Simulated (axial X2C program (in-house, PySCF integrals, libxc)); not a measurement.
Levels of CsCa by electron attachment to CsCa⁺ (EOM-EA-CCSD)

Calculated with an axial X2C code built on PySCF integrals: two-component X2C with atomic mean-field Coulomb and Gaunt terms, Gaussian nuclei, basis Cs dyall-acv3z, Ca dyall-acv3z with contracted cores.

R = 4.481 Å (0.960 times 4.668 Å, the PBE0 minimum at charge 0 for the lowest determinant).

Levels of CsCa obtained by attaching an electron to CsCa⁺:

| Ω | binding energy (eV) | above lowest (cm⁻¹) | attached spinor | one-particle weight |
| --- | --- | --- | --- | --- |
| 1/2 | 3.454 | 0 | 49% Cs sσ, 36% Ca pσ, 6% Ca sσ | 0.95 |
| 1/2 | 2.844 | 4922 | 61% Ca pπ, 23% Cs pπ, 13% Cs dπ | 0.93 |
| 3/2 | 2.827 | 5059 | 61% Ca pπ, 21% Cs pπ, 14% Cs dπ | 0.93 |
| 1/2 | 2.481 | 7847 | 38% Ca pσ, 24% Cs pσ, 20% Cs sσ | 0.93 |
| 1/2 | 1.972 | 11957 | 61% Cs pπ, 24% Cs dπ, 9% Ca pπ | 0.97 |
| 3/2 | 1.949 | 12142 | 62% Cs pπ, 24% Cs dπ, 8% Ca pπ | 0.97 |
| 1/2 | 1.894 | 12585 | 41% Cs dσ, 39% Cs pσ, 10% Ca sσ | 0.97 |

(1) Take the first Ω = 1/2 and Ω = 3/2 rows of π character: how far apart are they, and which lies lower?

This point took 25 s on 1 thread of Arm Neoverse V1, with other jobs on the host.

Reference electrons by ω block (each with its −ω partner): 1/2: 25, 3/2: 10, 5/2: 2. 18 electrons of CsCa⁺ correlated (inner shells frozen), 84 natural virtual spinors (a truncated set); levels can be off by some tenths of an eV. Roots sought by Ω: (1/2: 5, 3/2: 4, 5/2: 2, 7/2: 1); the list ends where they run out and leaves out roots under 60 % one-particle weight. The solver can skip a root, and states that need a further excitation, which the method places far too high, are missing though they may lie low or lowest. T1 of the reference 0.009 (Lee–Taylor). The reference was not checked to be the lowest state of its species. Number of frozen shells: Cs 4 s, 3 p, 2 d; Ca 2 s, 1 p.

Results:

(1) E(3/2) − E(1/2) = 5059 − 4922 = 137 cm⁻¹ at EOM-EA-CCSD: regular, Ω = 1/2 lower. Splittings at this level can be off by ten to twenty per cent.
